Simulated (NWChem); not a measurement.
Species: PbSiH4O, singlet; SMILES [OH][Pb][SiH3]

```xyz
7

Pb     0.2193     0.4378     0.0001
O     -1.8752     0.6938    -0.0006
H     -2.3649    -0.1377     0.0082
Si    -0.0202    -2.3311     0.0004
H      1.2645    -3.1010     0.0977
H     -0.7099    -2.7897    -1.2546
H     -0.8907    -2.7833     1.1398
```
Atoms are numbered in this order, from 1.

Low-valent species are run as closed-shell singlets; no triplet was tried in these runs. Structure relaxed at the PBE0/def2-SVP level. Not confirmed as a minimum by frequencies. def2 effective core potentials on Pb; no spin-orbit coupling.

**Question.** List the 4 lowest vertical singlet excitations from PBE0/def2-SVPD with def2 effective core potentials on Pb, TDA (NWChem).

**Answer.** 
```
state  energy (eV)  oscillator strength  leading excitation (squared amplitude)
-----  -----------  -------------------  --------------------------------------
S1            2.47                0.002                      HOMO → LUMO (0.99)
S2            4.32                0.013                    HOMO−1 → LUMO (0.98)
S3            4.51                0.005                    HOMO → LUMO+1 (0.95)
S4            4.83                0.010                    HOMO−2 → LUMO (0.87)
```
